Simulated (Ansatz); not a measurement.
Cost and result for the atomization energy of C₂H₆O₂SSi, SMILES `CC(=S)O[SiH2]O` (12 atoms, 11 bonds).

Cartesian coordinates in Å:
```
C -0.4252 1.2197 0.9384
C 0.0343 -0.1225 1.4083
S 0.4154 -0.4696 2.9439
O 0.1132 -1.0634 0.4593
Si -0.0897 -1.0062 -1.1914
O 1.0135 -0.0366 -1.9093
H 0.2331 1.5871 0.1440
H -1.4316 1.1402 0.5133
H -0.4391 1.9291 1.7601
H -1.4071 -0.4308 -1.5294
H 0.0568 -2.4198 -1.5926
H 1.9264 -0.3271 -1.9446
```

Charge 0, multiplicity 1. The structure was optimised at the PBE0-D4/def2-TZVP level. It is one conformer, not always the lowest. Program: Ansatz. All runs use 2 threads of an AMD EPYC 7R13 on a shared host and a share of an NVIDIA H100 80 GB. Times are those of one run each, without the atoms' runs, and a repeat can differ threefold. Electronic energies, without spin–orbit coupling; frozen cores. CCSD(T)/CBS adds CCSD(T) − MP2 in def2-TZVPP to the MP2 limit, and its time is that of the two runs behind it. T1 = 0.015. B3LYP takes the VWN-RPA correlation (the form of Gaussian; ORCA's B3LYP/G).

CCSD(T)/CBS is a level of theory with its own doubt, some kJ/mol a heavy atom from the limit and from the frozen cores, so smaller differences don't rank the functionals.

| level | functions | wall time |
| --- | --- | --- |
| PBE-D4/def2-TZVPP (with forces) | 292 | 1.9 s |
| B2PLYP/def2-TZVPP | 292 | 2.5 s |
| r2SCAN-D4/def2-TZVPP (with forces) | 292 | 2.5 s |
| PBE0-D4/def2-TZVPP | 292 | 2.8 s |
| B3LYP-D4/def2-TZVPP (with forces) | 292 | 3.2 s |
| MP2/def2-QZVPP | 548 | 3.5 s |
| CCSD(T)/def2-TZVPP | 292 | 3.6 s |
| ωB97X-V/def2-TZVPP | 292 | 4.5 s |
| ωB97M-V/def2-TZVPP (with forces) | 292 | 4.8 s |
| CCSD(T)/CBS(def2) | – | 7.1 s |

Question: What atomization energy does each give, and how far from CCSD(T)/CBS? (Best estimate.)

Answer: The calculation gave: 
```
                             level  atomization (kJ/mol)  difference from CCSD(T)/CBS  per bond
   PBE-D4/def2-TZVPP (with forces)                4746.0                         90.2       8.2
                 B2PLYP/def2-TZVPP                4593.4                        -62.4      -5.7
r2SCAN-D4/def2-TZVPP (with forces)                4668.0                         12.2       1.1
                PBE0-D4/def2-TZVPP                4638.7                        -17.1      -1.6
 B3LYP-D4/def2-TZVPP (with forces)                4636.1                        -19.7      -1.8
                    MP2/def2-QZVPP                4710.7                         54.9       5.0
                CCSD(T)/def2-TZVPP                4518.6                       -137.2     -12.5
                ωB97X-V/def2-TZVPP                4659.8                          4.0       0.4
  ωB97M-V/def2-TZVPP (with forces)                4666.9                         11.1       1.0
                 CCSD(T)/CBS(def2)                4655.8                          0.0       0.0
```

In def2-TZVPP, CCSD(T) changes the Hartree–Fock value by +1220.7 kJ/mol (the triples alone add +84.5 kJ/mol) and MP2 by +1330.9 kJ/mol; breaking electron pairs costs correlation energy, which Hartree–Fock lacks. The D4 term adds +47.6 kJ/mol with B3LYP and +25.2 kJ/mol with PBE0; it sums over pairs of atoms, weighted by their polarisabilities, and B3LYP, whose exchange is more repulsive, gets the larger term. From PBE to PBE0 (25 % exact exchange), in def2-TZVPP and without D4, the atomization energy moves by −102.9 kJ/mol: exact exchange takes away binding that semilocal exchange gives to molecules.
